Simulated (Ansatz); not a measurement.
**Which is lower?**

The two ends of one reaction step of SiH$_{4}$BrF, closed shell (PBE0-D4/def2-TZVP).

A:

```csv
atom,x (Å),y (Å),z (Å)
Si1,-0.7158,0.2531,-0.6551
Br2,0.2039,-1.7640,-0.3209
H3,-1.7183,0.0890,-1.7307
H4,-1.3491,0.6708,0.6127
H5,0.3649,1.1750,-1.0616
H6,1.4809,-0.5877,1.3357
F7,1.7336,0.1639,1.8199
```

B:

```json
{"atom": "Si1", "x (Å)": "-0.3711", "y (Å)": "1.0311", "z (Å)": "-0.3849"}
{"atom": "Br2", "x (Å)": "0.6988", "y (Å)": "-3.2071", "z (Å)": "0.9964"}
{"atom": "H3", "x (Å)": "-0.6983", "y (Å)": "0.3531", "z (Å)": "-1.6591"}
{"atom": "H4", "x (Å)": "-1.5312", "y (Å)": "1.0308", "z (Å)": "0.5341"}
{"atom": "H5", "x (Å)": "0.1220", "y (Å)": "2.4065", "z (Å)": "-0.6225"}
{"atom": "H6", "x (Å)": "0.9628", "y (Å)": "-1.8187", "z (Å)": "0.8145"}
{"atom": "F7", "x (Å)": "0.8170", "y (Å)": "0.2043", "z (Å)": "0.3216"}
```

Computed with Ansatz 0.2.0 (basis: def2-TZVPP); correlated methods freeze the cores. Filled d shells of the heavier atoms are correlated. The def2 sets are not built for correlating such inner shells, so the correlated values are less sure here. B3LYP uses VWN-RPA correlation.

**Question.** Which structure is lower at CCSD(T), and by how much? (To be estimated.)

**Answer.** Computed: B, by 0.365 eV (electronic energy, against the other). By their contacts, A is a complex of SiH₃Br ([SiH3][Br]) + HF and B is a complex of SiH₃F ([F][SiH3]) + HBr.

All methods give the same order:

```
      method  E(B) − E(A) (eV)
       SPW92            -0.213
      PBE-D4            -0.218
     BLYP-D4            -0.370
   r2SCAN-D4            -0.318
      B97M-V            -0.412
     PBE0-D4            -0.227
    B3LYP-D4            -0.370
  r2SCAN0-D4            -0.298
    BHLYP-D4            -0.394
CAM-B3LYP-D4            -0.435
     wB97X-V            -0.344
     wB97M-V            -0.326
      B2PLYP            -0.401
    PBE-QIDH            -0.276
  RPA on PBE            -0.424
          HF            -0.516
         MP2            -0.321
        CCSD            -0.391
     CCSD(T)            -0.365
```

The T1 diagnostic stays at or below 0.009.

Labels in which every atom is bracketed show which atoms are joined, not bond orders.

For scale, one of the runs: CCSD(T)/def2-TZVPP, 177 basis functions, launched by `ansatz run in.yaml --threads 4 --pin off --events-out ev --progress --plain --max-ram 9574MiB`. Hardware: 4 CPU threads of an Arm Neoverse V1, shared host. Wall time 34 s; peak host memory 1.6 GiB.
